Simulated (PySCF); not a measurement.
2-chloro-3,3-difluoroprop-1-ene (C3H3ClF2), SMILES C(C(F)F)(Cl)=C.

Geometry: PBE0-D3(BJ)/def2-SVP. The values are those of a single conformer.

All values below come from PySCF with SMD-B3LYP/def2-SVP.

Solvation free energies are E(SMD) − E(gas) at the gas-phase geometry, for 1 M in both phases. In vacuum the dipole moment is 1.51 D.

```json
[
 {"solvent": "water", "ΔG(solv) (kcal/mol)": "0.4", "its non-electrostatic (CDS) part": "4.1", "dipole (D)": "1.90"},
 {"solvent": "n-hexane", "ΔG(solv) (kcal/mol)": "-2.2", "its non-electrostatic (CDS) part": "-0.9", "dipole (D)": "1.64"},
 {"solvent": "N,N-dimethylformamide", "ΔG(solv) (kcal/mol)": "[?]", "its non-electrostatic (CDS) part": "[?]", "dipole (D)": "[?]"}
]
```

### Question
What belongs in the gaps? (Estimate from the structure and the level; the computed values follow.)

### Answer

- N,N-dimethylformamide, ΔG(solv) (kcal/mol): -2.8
- N,N-dimethylformamide, its non-electrostatic (CDS) part: 0.8
- N,N-dimethylformamide, dipole (D): 1.89
